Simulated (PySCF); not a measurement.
Two structures of CH$_{4}$ClGa, closed shell, reached by relaxing down either side of one saddle point (PBE0-D4/def2-TZVP). Energies are electronic, without zero-point energy. Program: PySCF 2.14 with density fitting (its default auxiliary sets; JK sets also for MP2 and CCSD(T)). Basis: def2-TZVPP and def2-QZVPP. Cores are frozen in the correlated methods. Filled d shells of the heavier atoms are correlated. The def2 sets are not built for correlating such inner shells, so the correlated values are less sure here. Extrapolation: Hartree–Fock as exp(−7.88 √X), correlation as X^−2.97. First:

```
atom    x (Å)    y (Å)    z (Å)
 Ga1  -0.0801  -0.8060  -0.6007
 Cl2   1.8157  -1.0899  -1.5985
  H3  -1.1595  -1.8623  -0.9900
  C4  -0.1437   0.7145   0.6211
  H5  -1.1229   0.8297   1.0866
  H6   0.1054   1.6282   0.0769
  H7   0.6099   0.5835   1.4011
```

Second:

```xyz
7
angstrom
Ga 0.1174 -0.3089 -0.2724
Cl 1.1375 -3.0162 -2.6695
H 0.7806 -2.0707 -1.8316
C -0.4304 1.1427 1.0102
H -1.4641 1.0007 1.3441
H -0.3626 2.1304 0.5408
H 0.2111 1.1485 1.8982
```

(1) Which bonds change from the first to the second?

(2) Give the saddle point's structure and its height above each. (Judge from chemistry; the value comes from the calculation.)

T1 diagnostic: at most 0.015. The restricted Hartree–Fock reference is unstable towards an unrestricted one at one or more of these structures.

Results:

(1) CH₄ClGa ([CH3][GaH][Cl]) → CH₃Ga ([CH3][Ga]) + HCl; bonds formed: Cl2–H3; bonds broken: Ga1–Cl2, Ga1–H3.

(2) The calculation gives: 2.411 eV above the first and 0.543 eV above the second (CCSD(T) at an estimated basis limit (MP2 extrapolated from triple and quadruple zeta, plus CCSD(T) − MP2 in triple zeta)).
```csv
atom,x (Å),y (Å),z (Å)
Ga1,-0.8431,-0.7008,-0.1996
Cl2,1.0316,-1.6987,-1.7670
H3,-0.5201,-1.9274,-1.2993
C4,-0.0417,0.8629,0.6957
H5,-0.7561,1.3640,1.3505
H6,0.3101,1.5659,-0.0638
H7,0.8193,0.5342,1.2834
```

Labels in which every atom is bracketed show which atoms are joined, not bond orders.

For scale, one of the runs: CCSD(T)/def2-TZVPP, 177 basis functions, launched by `OMP_NUM_THREADS=4 python run.py`. The run took 2.8 min on 4 CPU threads of an Intel Xeon 6975P-C (shared host), with 1.9 GiB of host memory at its peak.
